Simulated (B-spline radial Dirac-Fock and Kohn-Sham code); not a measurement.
## Magnetic form factor of the 4d shell of Nb²⁺

System: the Nb²⁺ ion, configuration 1s2 2s2 2p6 3s2 3p6 3d10 4s2 4p6 4d3, inside a Watson sphere of charge -2 and radius 1.8 Å (a model of the Madelung potential; inside it an electron's potential energy is raised by 16.0 eV).

The run's input, task.json:

```json
{"items": [{
  "Z": 41,
  "q": 2,
  "cfg": [[1, 0, 2], [2, 0, 2], [2, 1, 6], [3, 0, 2], [3, 1, 6], [3, 2, 10], [4, 0, 2], [4, 1, 6], [4, 2, 3]],
  "A": 93,
  "rrms": 4.324,
  "watson": [-2, 1.8],
  "do": ["scatter"],
  "s": [0.0, 0.05, 0.1, 0.15, 0.2, 0.25, 0.3, 0.35, 0.4, 0.45, 0.5, 0.6, 0.7, 0.8, 0.9, 1.0, 1.1, 1.2, 1.4, 1.6, 1.8, 2.0, 2.5, 3.0, 3.5, 4.0, 5.0, 6.0],
  "pz": [0, 0.1, 0.2, 0.3, 0.4, 0.5, 0.6, 0.8, 1.0, 1.2, 1.4, 1.6, 1.8, 2.0, 2.5, 3.0, 4.0, 5.0, 7.0, 10.0, 15.0, 20.0, 30.0, 40.0, 60.0, 100.0],
  "hv_scatter": [1000, 2000, 5000, 10000, 20000, 100000, 200000, 1000000]
}]}
```

Run with: `python xray_run.py task.json out`

Method: Dirac-Fock densities. Computed with a radial B-spline solver. ⟨j_K⟩ is the integral of the 4d radial density with the spherical Bessel function j_K(4πsr), s = sin θ/λ.

```tsv
s (Å⁻¹)	⟨j0⟩	⟨j2⟩	⟨j4⟩
0	1.0000	0.0000	0.0000
0.05	0.9237	0.0299	0.0005
0.1	0.7331	0.0984	0.0058
0.15	0.5065	0.1655	0.0208
0.2	0.3052	0.2053	0.0437
0.25	0.1558	0.2131	0.0682
0.3	0.0595	0.1963	0.0886
0.35	0.0059	0.1657	0.1017
0.4	-0.0183	0.1304	0.1067
0.45	-0.0246	0.0966	0.1047
0.5	-0.0213	0.0675	0.0976
0.6	-0.0054	0.0265	0.0755
0.7	0.0088	0.0054	0.0520
0.8	0.0168	-0.0028	0.0323
0.9	0.0193	-0.0040	0.0180
1	0.0184	-0.0020	0.0085
1.1	0.0157	0.0008	0.0029
1.2	0.0125	0.0035	0.0001
1.4	0.0065	0.0069	-0.0010
1.6	0.0025	0.0079	0.0003
```

Radial moments of the shell: ⟨r²⟩ = 4.346, ⟨r⁴⟩ = 38.71, ⟨r⁶⟩ = 668.3 in powers of bohr.
